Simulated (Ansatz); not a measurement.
Born–Oppenheimer molecular dynamics of ClH3OSn (6 atoms, charge 0, multiplicity 1). It starts at the highest image of a converged band. Of that band: Neighbouring images differ by up to 1.8 eV, so the band resolves the path poorly. A vibrational analysis at the climbing image gives one clearly imaginary mode, 1016i cm⁻¹: a first-order saddle point.

Level of theory: RKS BLYP/def2-SVP in Ansatz 0.2.0.

```
ensemble                      : NVE (velocity Verlet)
time step                     : 0.5 fs
steps asked                   : 200
starting velocities drawn for : 300 K
seed                          : 6573
```

Frames 1 fs apart, positions in Å, forces in eV/Å.

Velocities at 30 fs (Å/ps):

```
Sn 1.69 -0.44 2.59
O -7.18 -0.57 -10.40
H -25.95 3.73 -26.30
H -95.04 31.26 -87.78
H 5.44 -5.45 -43.13
Cl 0.87 0.88 0.51
```

```xyz
6
Properties=species:S:1:pos:R:3:forces:R:3 time_fs=30 energy_less_start_eV=-1.139 T=2502
Sn 0.274 0.115 -0.325 0.83 -0.12 -1.63
O 0.667 0.159 1.671 0.11 0.27 -0.47
H 0.104 -0.543 2.057 -0.03 -0.13 0.06
H 1.658 -0.300 -1.635 -0.91 0.34 1.42
H -0.494 1.585 -1.033 0.12 -0.47 0.58
Cl -1.124 -1.835 -0.497 -0.11 0.11 0.05
6
Properties=species:S:1:pos:R:3:forces:R:3 time_fs=31 energy_less_start_eV=-1.084 T=2395
Sn 0.275 0.115 -0.322 0.54 0.05 -2.12
O 0.660 0.159 1.661 0.10 0.18 -0.22
H 0.077 -0.539 2.031 0.04 -0.06 0.07
H 1.559 -0.267 -1.716 -0.65 0.23 1.48
H -0.488 1.577 -1.074 0.10 -0.48 0.70
Cl -1.123 -1.834 -0.497 -0.13 0.09 0.08
6
Properties=species:S:1:pos:R:3:forces:R:3 time_fs=32 energy_less_start_eV=-1.015 T=2262
Sn 0.277 0.115 -0.320 0.24 0.17 -2.55
O 0.652 0.158 1.650 0.07 0.05 0.06
H 0.052 -0.537 2.006 0.15 0.05 0.07
H 1.454 -0.232 -1.783 -0.35 0.10 1.49
H -0.481 1.565 -1.107 0.05 -0.44 0.81
Cl -1.123 -1.833 -0.496 -0.14 0.06 0.12
6
Properties=species:S:1:pos:R:3:forces:R:3 time_fs=33 energy_less_start_eV=-0.930 T=2097
Sn 0.279 0.114 -0.318 -0.06 0.27 -2.90
O 0.645 0.158 1.640 0.04 -0.06 0.34
H 0.028 -0.534 1.981 0.24 0.13 0.08
H 1.345 -0.196 -1.835 -0.03 -0.04 1.43
H -0.473 1.548 -1.133 -0.04 -0.34 0.90
Cl -1.122 -1.832 -0.496 -0.16 0.04 0.16
6
Properties=species:S:1:pos:R:3:forces:R:3 time_fs=34 energy_less_start_eV=-0.826 T=1897
Sn 0.281 0.114 -0.316 -0.35 0.32 -3.16
O 0.638 0.158 1.629 0.06 -0.12 0.61
H 0.006 -0.529 1.958 0.30 0.17 0.11
H 1.236 -0.161 -1.874 0.32 -0.19 1.29
H -0.467 1.528 -1.150 -0.15 -0.19 0.96
Cl -1.121 -1.831 -0.495 -0.17 0.01 0.19
6
Properties=species:S:1:pos:R:3:forces:R:3 time_fs=35 energy_less_start_eV=-0.704 T=1661
Sn 0.282 0.113 -0.314 -0.62 0.33 -3.31
O 0.631 0.157 1.619 0.14 -0.11 0.84
H -0.013 -0.524 1.935 0.28 0.13 0.18
H 1.131 -0.127 -1.901 0.67 -0.35 1.07
H -0.461 1.507 -1.158 -0.28 0.00 1.00
Cl -1.120 -1.830 -0.494 -0.19 -0.01 0.22
6
Properties=species:S:1:pos:R:3:forces:R:3 time_fs=36 energy_less_start_eV=-0.566 T=1395
Sn 0.284 0.113 -0.313 -0.86 0.31 -3.38
O 0.625 0.157 1.610 0.27 -0.04 1.06
H -0.030 -0.516 1.914 0.21 0.04 0.26
H 1.031 -0.097 -1.917 1.00 -0.50 0.80
H -0.458 1.486 -1.156 -0.42 0.23 1.01
Cl -1.120 -1.829 -0.494 -0.21 -0.04 0.24
6
Properties=species:S:1:pos:R:3:forces:R:3 time_fs=37 energy_less_start_eV=-0.422 T=1116
Sn 0.286 0.113 -0.312 -1.05 0.25 -3.36
O 0.618 0.156 1.601 0.43 0.05 1.26
H -0.044 -0.509 1.895 0.12 -0.07 0.35
H 0.941 -0.071 -1.926 1.30 -0.63 0.48
H -0.459 1.467 -1.145 -0.57 0.46 1.00
Cl -1.119 -1.828 -0.493 -0.23 -0.07 0.27
6
Properties=species:S:1:pos:R:3:forces:R:3 time_fs=38 energy_less_start_eV=-0.287 T=856
Sn 0.287 0.112 -0.311 -1.20 0.18 -3.31
O 0.611 0.155 1.593 0.57 0.11 1.47
H -0.057 -0.502 1.880 0.04 -0.15 0.42
H 0.864 -0.051 -1.930 1.53 -0.72 0.17
H -0.466 1.452 -1.124 -0.69 0.68 0.97
Cl -1.119 -1.827 -0.492 -0.25 -0.10 0.29
6
Properties=species:S:1:pos:R:3:forces:R:3 time_fs=39 energy_less_start_eV=-0.183 T=655
Sn 0.289 0.112 -0.310 -1.32 0.11 -3.27
O 0.605 0.155 1.585 0.65 0.12 1.70
H -0.070 -0.497 1.869 0.03 -0.17 0.44
H 0.801 -0.038 -1.933 1.68 -0.77 -0.09
H -0.479 1.444 -1.094 -0.77 0.84 0.92
Cl -1.118 -1.827 -0.491 -0.27 -0.13 0.30
6
Properties=species:S:1:pos:R:3:forces:R:3 time_fs=40 energy_less_start_eV=-0.127 T=548
Sn 0.290 0.112 -0.310 -1.42 0.09 -3.28
O 0.599 0.155 1.579 0.65 0.06 1.93
H -0.083 -0.493 1.862 0.08 -0.13 0.43
H 0.754 -0.033 -1.936 1.75 -0.76 -0.26
H -0.500 1.443 -1.056 -0.78 0.91 0.87
Cl -1.118 -1.826 -0.490 -0.28 -0.16 0.31
6
Properties=species:S:1:pos:R:3:forces:R:3 time_fs=41 energy_less_start_eV=-0.128 T=549
Sn 0.291 0.112 -0.310 -1.52 0.13 -3.37
O 0.594 0.154 1.574 0.61 -0.04 2.17
H -0.095 -0.490 1.859 0.18 -0.04 0.38
H 0.724 -0.035 -1.942 1.74 -0.71 -0.32
H -0.528 1.452 -1.008 -0.72 0.86 0.83
Cl -1.117 -1.825 -0.489 -0.29 -0.19 0.31
```

Of the whole run (100 fs, mean temperature of the second half 1519 K): The conserved energy stayed within 0.13 meV per atom of its start (net change 0.022 meV per atom), so the integration is sound. The kinetic energy rose, since the run started high on the potential surface and went downhill. A run of 0.1 ps of so small a system gives no equilibrium averages. The orbitals stay closed-shell, which can raise the energy where a bond breaks towards radicals; this wasn't checked here.

Time of the run: 5.9 min on 1 thread of Arm Neoverse V2, on a shared host, peak memory 0.11 GiB.
